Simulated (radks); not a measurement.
Values are calculated unless marked as measured or tabulated.
Spherical jellium clusters: N electrons in a uniform positive sphere of charge N and radius rs N^(1/3), rs = 3.73 bohr. Level of theory: non-relativistic Kohn-Sham, PBE, spin-polarised, spherical densities (a radial shooting solver with Libxc functionals). Levels are named by radial order and angular momentum (1s, 1p, 1d, 2s, ...), and open shells are averaged over m.

N = 12, configuration 1s2 1p6 1d(up 4, down 0). This is the lowest configuration that the search found. Occupied levels:

| level | occupation | eigenvalue (eV) | <r> (bohr) |
|---|---|---|---|
| 1s up | 1 | -5.3314 | 5.721 |
| 1s down | 1 | -5.1325 | 5.068 |
| 1p up | 3 | -4.2562 | 6.694 |
| 1p down | 3 | -3.7656 | 6.361 |
| 1d up | 4 | -2.8666 | 7.529 |

Energy (eV): total -21.1118, kinetic 24.434, external -538.65, Hartree 264.18, exchange-correlation -46.390, background 275.31.
